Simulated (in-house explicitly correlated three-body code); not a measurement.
Computed with an exponentially correlated three-body code. Model: two electrons around a point charge, non-relativistic, variational in 260 exponentially correlated functions (energies converged to about 1e-7 hartree, or 1e-8 relative for large Z).

For this charge the correlation energy is taken as exact minus Hartree-Fock, from which it differs by microhartrees, and the kinetic parts follow from it.

For two electrons in a singlet the Kohn-Sham orbital is the square root of half the density, so the exact Kohn-Sham potential and energy parts follow from the density alone, and exchange is minus half the Hartree energy. The Kohn-Sham level equals minus the binding energy of the second electron.

Command:
```bash
python run_hyl.py task.json out
```
Settings (lengths in bohr, energies in hartree):
```
Z                      6.9
interaction_strength   1
functions              260
states_tried           13
```

Run time, properties included: 56 s on 1 thread of Intel(R) Xeon(R) Platinum 8175M CPU @ 2.50GHz (Skylake/Cascade Lake) (shared host).

**Those bound S and P states to n = 4 that converged, binding against the one-electron ion.**

Given: nuclear charge 6.9.

Computed: one-electron threshold -23.805 hartree.

```
term  energy (hartree)  binding (eV)  quantum defect
1 1S       -43.4539278        534.67        0.058831
2 3S        -28.507737        127.97        0.076192
2 3P       -28.2743658        121.62        0.026605
2 1S       -28.2698287        121.49        0.025602
2 1P                 ?             ?               ?
3 3S       -25.8359973        55.266        0.072598
3 1S                 ?             ?               ?
3 3P       -25.7727767        53.546        0.025944
3 1P       -25.7285272        52.342      -0.0080693
4 3S       -24.9327647        30.688        0.071491
4 1S       -24.9072893        29.995        0.026354
4 3P       -24.9069353        29.985        0.025715
4 1P       -24.8886691        29.488      -0.0076398
```

(1) What belongs in the row 2 1P?

(2) What belongs in the row 3 1S?

**Converged states only, values per electron or pair.**

| term | mean r (bohr) | mean r squared (bohr²) | mean inverse r (1/bohr) | mean r12 (bohr) | mean inverse r12 (1/bohr) | mean cosine | mean p1 dot p2 (bohr⁻²) | delta r1 (bohr⁻³) | delta r12 (bohr⁻³) |
| --- | --- | --- | --- | --- | --- | --- | --- | --- | --- |
| 1 1S | 0.22997 | 0.071043 | 6.5876 | 0.34004 | 4.0009 | -0.019214 | 0.80483 | 94.841 | 9.7736 |
| 2 3S | 0.58214 | 0.55362 | 4.2185 | 0.98252 | 1.1994 | -0.006328 | 0.059365 | 57.288 | - |
| 2 3P | 0.5193 | 0.43686 | 4.1994 | 0.87048 | 1.4034 | -0.069962 | -2.756 | 51.769 | - |
| 2 1S | 0.60461 | 0.6052 | 4.1967 | 1.0174 | 1.3746 | -0.0093255 | 0.069413 | 56.895 | 1.6169 |
| 2 1P | 0.53681 | 0.47117 | 4.1829 | 0.87552 | 1.4908 | 0.043068 | 2.5988 | 52.396 | 0.40146 |
| 3 3S | 1.1999 | 2.7349 | 3.7864 | 2.1973 | 0.58096 | -0.0020764 | 0.017299 | 53.712 | - |
| 3 1S | ? | ? | ? | ? | ? | ? | ? | ? | ? |
| 3 3P | 1.1486 | 2.5241 | 3.7811 | 2.0979 | 0.6342 | -0.017208 | -0.65105 | 52.155 | - |
| 3 1P | ? | ? | ? | ? | ? | ? | ? | ? | ? |
| 4 3S | 2.0719 | 8.7013 | 3.638 | 3.9345 | 0.33837 | -0.00089644 | 0.0072158 | 52.876 | - |
| 4 1S | 2.1157 | 9.0967 | 3.6356 | 4.0213 | 0.3571 | -0.0012842 | 0.0092388 | 52.847 | 0.19766 |
| 4 3P | 2.032 | 8.4242 | 3.6358 | 3.8561 | 0.35977 | -0.0068228 | -0.25437 | 52.232 | - |
| 4 1P | 2.0651 | 8.7156 | 3.6339 | 3.9196 | 0.37108 | 0.004203 | 0.27002 | 52.289 | 0.05706 |

(3) What belongs in the row 3 1S?

(4) What belongs in the row 3 1P?

**Exact Kohn-Sham parts of the ground state from its density.**

Computed: total energy -43.4539278 hartree; Hartree energy 8.1795 hartree; exchange energy -4.0897 hartree; kinetic part of the DFT correlation energy 0.043624 hartree; potential part of the DFT correlation energy -0.088886 hartree; exact minus restricted Hartree-Fock -0.045261 hartree; Kohn-Sham level -534.67 eV; restricted Hartree-Fock level -534.96 eV; dipole polarisability 0.0049477 bohr³.

(5) What is the Kohn-Sham kinetic?

(6) What is the C6 of two such species?

**Density and exact potentials over r, pair density (one pair, times 4 pi r12^2) and exact minus Kohn-Sham pair density over r12.**

| radius (bohr) | radial density (electrons/bohr) | exchange potential (hartree) | intracule density (1/bohr) | Coulomb hole against Kohn-Sham (1/bohr) | correlation potential (hartree) |
| --- | --- | --- | --- | --- | --- |
| 0.0621 | 3.9275 | -6.0785 | 0.44837 | -0.04571 | -0.014 |
| 0.072 | 4.6162 | -5.944 | 0.58635 | -0.05519 | -0.008 |
| 0.0835 | 5.3142 | -5.7807 | 0.75971 | -0.06498 | -0.001 |
| 0.0968 | 5.9695 | -5.5861 | 0.97143 | -0.07405 | 0.006 |
| 0.112 | ? | ? | ? | ? | ? |
| 0.13 | 6.8987 | -5.0959 | 1.5062 | -0.0838 | 0.018 |
| 0.151 | 7.0359 | -4.795 | 1.8156 | -0.08045 | 0.021 |
| 0.175 | 6.8742 | -4.4682 | 2.1152 | -0.06932 | 0.021 |
| 0.203 | 6.3926 | -4.1147 | 2.373 | -0.04985 | 0.02 |
| 0.236 | 5.6022 | -3.7393 | 2.5412 | -0.02337 | 0.018 |
| 0.273 | 4.6235 | -3.3703 | 2.5677 | 0.004463 | 0.014 |
| 0.317 | 3.5189 | -2.9966 | 2.4233 | 0.02911 | 0.01 |
| 0.367 | 2.47 | -2.6453 | 2.1132 | 0.04361 | 0.007 |
| 0.426 | ? | ? | ? | ? | ? |
| 0.494 | 0.87462 | -2.0098 | 1.1772 | 0.0367 | 0.002 |
| 0.573 | 0.42847 | -1.7401 | 0.72574 | 0.02281 | 0.001 |
| 0.665 | 0.17857 | -1.5022 | 0.38111 | 0.01033 | 0.001 |

(7) What belongs in the row 0.112?

(8) What belongs in the row 0.426?

## Answers

(1) energy (hartree): -28.1162966; binding (eV): 117.32; quantum defect: -0.0092458.

(2) energy (hartree): -25.7730488; binding (eV): 53.553; quantum defect: 0.02615.

(3) mean r (bohr): 1.2328; mean r squared (bohr²): 2.9028; mean inverse r (1/bohr): 3.7807; mean r12 (bohr): 2.2607; mean inverse r12 (1/bohr): 0.62744; mean cosine: -0.0029818; mean p1 dot p2 (bohr⁻²): 0.021581; delta r1 (bohr⁻³): 53.629; delta r12 (bohr⁻³): 0.47254.

(4) mean r (bohr): 1.1736; mean r squared (bohr²): 2.645; mean inverse r (1/bohr): 3.7767; mean r12 (bohr): 2.1411; mean inverse r12 (1/bohr): 0.66095; mean cosine: 0.010633; mean p1 dot p2 (bohr⁻²): 0.67134; delta r1 (bohr⁻³): 52.3; delta r12 (bohr⁻³): 0.13131.

(5) 43.41 hartree.

(6) 0.00033057 hartree·bohr⁶.

(7) radial density (electrons/bohr): 6.5152; exchange potential (hartree): -5.3609; intracule density (1/bohr): 1.2189; Coulomb hole against Kohn-Sham (1/bohr): -0.08089; correlation potential (hartree): 0.013.

(8) radial density (electrons/bohr): 1.5564; exchange potential (hartree): -2.3116; intracule density (1/bohr): 1.6686; Coulomb hole against Kohn-Sham (1/bohr): 0.04559; correlation potential (hartree): 0.004.
